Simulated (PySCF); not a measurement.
**Solvent effects on NMR parameters**

Geometry (Å), atoms numbered from 1 in this order:
```xyz
15

O     2.7140   -0.1881   -0.6614
C     1.7668   -0.9634   -0.6568
C     0.4139   -0.5879   -0.2926
C    -0.6281   -1.5315   -0.3124
C    -1.9169   -1.1693    0.0345
C    -2.1714    0.1605    0.4079
C    -1.1640    1.1119    0.4365
C     0.1477    0.7547    0.0865
O     1.1043    1.6665    0.1162
H     1.9224   -2.0293   -0.9452
H    -0.3979   -2.5594   -0.6080
H    -2.7254   -1.9018    0.0188
H    -3.1869    0.4563    0.6831
H    -1.3588    2.1457    0.7264
H     1.9419    1.2145   -0.1621
```

GIAO PBE0/pcSseg-1 in PySCF 2.14.0 with density-fitted response routines on one PBE0-D3(BJ)/def2-SVP conformer, non-relativistic, equivalent nuclei averaged. Solvents enter as an IEF-PCM continuum (chloroform with ε = 4.7, acetone with ε = 20.5) around the gas-phase geometry. Shifts are referred to TMS computed in the same medium.

Gas phase, δ in ppm: C2 200.8, C8 170.6, C6 143.4, C4 139.1, C7 122.8, C5 122.4, C3 121.8, H15 12.93, H10 9.74, H13 7.57, H11 7.39, H14 7.09, H12 6.97. Dipole moment 3.05 D.

Task: How does each δ change in the continuum?

Result: 
```tsv
atoms	environment	Δδ, chloroform	Δδ, acetone
C2	aldehyde carbonyl carbon	+3.7	+5.0
C8	aromatic carbon bearing oxygen	+0.1	+0.1
C6	aromatic CH	+2.1	+2.8
C4	aromatic CH	+2.3	+3.2
C7	aromatic CH	+0.2	+0.2
C5	aromatic CH	+1.8	+2.4
C3	substituted aromatic carbon	+0.7	+1.0
H15	hydrogen on a phenol-type oxygen	-0.06	-0.07
H10	hydrogen on an aldehyde carbonyl carbon	+0.06	+0.09
H13	hydrogen on an aromatic CH	+0.23	+0.30
H11	hydrogen on an aromatic CH	+0.31	+0.44
H14	hydrogen on an aromatic CH	+0.10	+0.13
H12	hydrogen on an aromatic CH	+0.22	+0.30
```

Changes are relative to the gas phase. The dipole moment becomes 3.76 D in chloroform, 4.01 D in acetone.

Task: Which nuclei move most (in ppm), and what does the model miss?

Result: C2 (aldehyde carbonyl carbon, +5.0 ppm) in acetone. A continuum only polarises the solute; specific hydrogen bonds, the anisotropy of aromatic solvents and changes of geometry or conformer are outside it.
